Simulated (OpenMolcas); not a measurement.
# Co2+ in CsCaF3: curves along the breathing mode

Co2+ with its 6 nearest fluoride ions, on the Ca site of CsCaF3 (a = 4.526 Å, distance in the model lattice 2.263 Å). The rest of the host is ab initio model potentials to 7.6 Å, with orthogonalisation functions on the cations behind the ligands, and point charges beyond; the distance is set by hand and nothing relaxes. Ligand basis ANO-RCC-VDZP.

```json
{"Program": "OpenMolcas 26.06", "Method": "SS-CASPT2, IPEA 0.25 Eh, imaginary shift 0.1 Eh (closed shells correlated: 3s 3p and the ligand valence shells)", "Basis": "ANO-RCC-VDZP [5s4p2d1f]", "Scalar Hamiltonian": "DKH2, point nucleus", "Active space": "7 electrons in 5 orbitals (3d)", "State averaging": "2S+1 = 4 even, 10 roots; 2S+1 = 2 even, 40 roots", "Spin-orbit coupling": "RASSI with atomic mean-field integrals over the reference wave functions"}
```

Spin-free energies (labels of O, the rotations of Oh) in cm-1 above the lowest fitted minimum, as all ligands move together:

| R (Å) | 4T1 | 4A2 | 2E | 2T1 | 2T2 | 4T1(2) | 2T1(2) |
| --- | --- | --- | --- | --- | --- | --- | --- |
| 1.987 | 2140 | 21460 | 13640 | 19800 | 20400 | 25170 | 23530 |
| 2.034 | 330 | 17460 | 12810 | 17990 | 18390 | 22400 | 21600 |
| 2.081 | 90 | 15370 | 13420 | 17780 | 18010 | 21410 | 21290 |
| 2.128 | 1310 | 14990 | 15350 | 19020 | 19100 | 21990 | 22460 |
| 2.175 | 4170 | 16200 | 18530 | 21600 | 21600 | 24030 | 25000 |
| 2.221 | 7790 | 18860 | 22820 | 25420 | 25340 | 27410 | 28800 |
| 2.268 | 13080 | 23070 | 28440 | 30650 | 30520 | 32270 | 34020 |

Cubic fits give the following; the wavenumber is harmonic, with the mass of all moving ligands, small differences in it between states hang on the degree of the fit, a number in brackets counts states of one label, and the table is a selection of at most 14 states with clean curves.

```tsv
State	R0 (Å)	Breathing mode (cm-1)	Minimum (cm-1)
4T1	2.064	453	0
4A2	2.116	471	14910
2E	2.037	429	12830
2T1	2.065	445	17690
2T2	2.070	449	17960
4T1(2)	2.088	460	21390
2T1(2)	2.068	449	21230
2A1	2.088	460	22110
2T2(2)	2.083	461	25850
2T1(3)	2.088	459	27550
2E(2)	2.084	462	28930
2T2(3)	2.097	460	31340
2E(3)	2.116	469	32110
2T1(4)	2.105	462	33000
```

The minimum of 4A2 is shifted by +0.0513 Å against 4T1 (from the unrounded fits). With M = 114.0 u for the moving shell, the Huang-Rhys factor in this mode is S = M ω ΔR² / 2ħ = 0.01483 × 114.0 × 453 × 0.0513² = 2.02. Only the first shell moves, against a rigid host.

Roots that are degenerate in the reference are averaged as groups; the widest CASPT2 spread within a group is 820 cm-1 (the 3-fold group of multiplicity 4 near 4800 cm-1 above the lowest state of its run, R = 2.221). Shifts and gaps below about the spread of the groups concerned are not significant. Over all roots computed the reference weight is 0.73 to 0.74 in R = 1.987, 0.72 to 0.74 in R = 2.034, 0.72 to 0.74 in R = 2.081, 0.72 to 0.74 in R = 2.128, 0.72 to 0.74 in R = 2.175, 0.72 to 0.74 in R = 2.221, 0.72 to 0.74 in R = 2.268; a low but even weight reflects the number of correlated electrons. An orbital triplet at a regular site is open to Jahn-Teller coupling, which can distort the site and quench the lowest spin-orbit gaps and is left out. A single d shell leaves out the double-shell effect, which counts most for late 3d ions, where the CASPT2 field can be off either way by tens of per cent. Ligand-to-metal charge-transfer states are missing. These CASPT2 states fit no ligand-field parameters well, so their order and spin gaps are uncertain. For late 3d ions with one d shell CASPT2 can put B and the spin-flip bands somewhat low as well as high. With one d shell and no ligand orbital active, 10Dq can be off by tens of per cent for divalent 3d ions, low with halides held by bare charges and at times high in hosts. Free-ion shares, where given, are those of the reference states; single-state CASPT2 does not remix them. No measured value stands beside these numbers.
